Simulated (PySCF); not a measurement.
Bonds (- single, = double, # triple, : aromatic): C1=C2 1.330 Å, C2-C3 1.418 Å, C3#N4 1.144 Å, C2-S5 1.783 Å, S5-C6 1.833 Å, C6-F7 1.333 Å, C6-F8 1.325 Å, C6-F9 1.333 Å. C1 carries H10, H11. H10 is cis to C3; H11 is trans to C3.

Geometry: GFN2-xTB; GIAO shifts from PySCF, gas phase, non-relativistic, averaged over equivalent atoms.

At BHandHLYP/pcSseg-1 (170 basis functions, 19 s wall time on 1 thread of an Intel Xeon Platinum 8488C, shared host):
| atoms | δ (ppm) |
| --- | --- |
| C1 | 140.7 |
| C6 | 135.8 |
| C2 | 121.2 |
| C3 | 118.9 |
| N4 | 327.8 |
| F7/F8/F9 | -43.3 |
| H10 | 6.57 |
| H11 | 6.46 |

Chemical shifts δ = σref − σ; TMS for ¹³C (186.58 ppm) and ¹H (31.90 ppm); ¹⁵N (267.09 ppm) against NH3; ¹⁹F (198.57 ppm) against CFCl3, all at this level.

Estimate the result of repeating the calculation with PBE0/pcSseg-1.

Results:


```
   atoms  δ at PBE0/pcSseg-1  change
      C1               137.0    -3.7
      C6               140.5    +4.7
      C2               120.4    -0.8
      C3               118.7    -0.2
      N4               323.9    -3.9
F7/F8/F9               -53.3   -10.0
     H10                6.56   -0.01
     H11                6.44   -0.02
```

Shifts are taken against calculated references (same method and geometry level): ¹³C (186.93 ppm) and ¹H (31.72 ppm) vs TMS; ¹⁵N (267.73 ppm) against NH3; CFCl3 for ¹⁹F (170.95 ppm).

The largest change is at F7/F8/F9 (fluorine of an SCF3 group). Cost: 170 basis functions, 17 s wall time on 1 thread of an x86-64 server CPU, shared host. The order of the carbon signals changes between the two levels.

Unscaled 19F shifts against computed CFCl3 carry errors that often reach 10 to 50 ppm. Experimental scales use liquid or dissolved standards, which lie at an offset from isolated NH3 (liquid NH3: subtract about 20 ppm). Unscaled 15N shifts of sp2 nitrogen often come out too high even then, by a few to some tens of ppm.
